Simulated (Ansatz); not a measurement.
One change: `CB([SiH3])[SiH3]` becomes `CB([SiH3])S`.

Ansatz, PBE0-D4/def2-TZVP geometries, multiplicity 1. Each molecule was computed in one conformer, which needn't be the lowest.

| property | `CB([SiH3])[SiH3]` |
| --- | --- |
| HOMO energy (PBE/def2-TZVPP) / eV | -6.32 |
| HOMO–LUMO gap (B3LYP/def2-TZVPP) / eV | 4.84 |
| HOMO energy (ωB97M-V/def2-TZVPP) / eV | -9.53 |
| size of the dipole moment (PBE/def2-TZVPP) / D | 1.35 |
| LUMO energy (ωB97M-V/def2-TZVPP) / eV | -0.30 |
| ideal-gas entropy at 298 K and 1 bar (rigid rotor, harmonic PBE0-D4/def2-TZVP) / J/(mol·K) | 378 |

(1) Give the same properties after the change, and the shifts. (An estimate is asked.)

Answers

(1) Computed: 
```json
{"property": "HOMO energy (PBE/def2-TZVPP) / eV", "`CB([SiH3])S`": "-6.89", "shift": "-0.57"}
{"property": "HOMO–LUMO gap (B3LYP/def2-TZVPP) / eV", "`CB([SiH3])S`": "6.39", "shift": "1.55"}
{"property": "HOMO energy (ωB97M-V/def2-TZVPP) / eV", "`CB([SiH3])S`": "-10.22", "shift": "-0.69"}
{"property": "size of the dipole moment (PBE/def2-TZVPP) / D", "`CB([SiH3])S`": "1.78", "shift": "0.43"}
{"property": "LUMO energy (ωB97M-V/def2-TZVPP) / eV", "`CB([SiH3])S`": "0.62", "shift": "0.92"}
{"property": "ideal-gas entropy at 298 K and 1 bar (rigid rotor, harmonic PBE0-D4/def2-TZVP) / J/(mol·K)", "`CB([SiH3])S`": "352", "shift": "-26"}
```

With PBE0 the HOMO falls by 0.65 eV and the LUMO rises by 0.91 eV, so the gap widens by about 1.56 eV. PBE moves the HOMO by -0.57 eV and ωB97M-V by -0.69 eV. The zero-point energy changes by -35.3 kJ/mol with -6 modes. Dipoles are sizes alone; their direction can turn. Modes under 60 cm⁻¹, often nearly free rotors, make the harmonic entropy too high.

B3LYP here is the variant with VWN-RPA as its local correlation; programs differ in this.
